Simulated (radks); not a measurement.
Spin polarisation of the 5d9 shell in Pt+. Start: [Xe] 4f14 5d(up 4.5, down 4.5); electrons of 5d are moved from spin down to spin up, other shells keep equal spins. Calculated with a radial shooting solver on a logarithmic mesh with Libxc functionals: non-relativistic Kohn-Sham, PBE, spin-polarised, spherical densities, point nucleus.

| moment (Bohr magnetons) | E - E(0) (eV) | e(5d up) (eV) | e(5d down) (eV) | 5p down minus up (eV) |
|---|---|---|---|---|
| 0 | 0.000 | -14.778 | -14.778 | 0.000 |
| 0.25 | -0.009 | -14.853 | -14.701 | 0.147 |
| 0.5 | -0.038 | -14.926 | -14.623 | 0.293 |
| 0.75 | -0.085 | -14.998 | -14.543 | 0.440 |
| 1 | -0.152 | -15.067 | -14.461 | 0.587 |

At moment 1 the spin-polarisation energy is -0.152 eV and the 5d exchange splitting 0.607 eV, that is 0.607 eV per Bohr magneton; E = -I m^2/4 would give I = 0.606 eV.
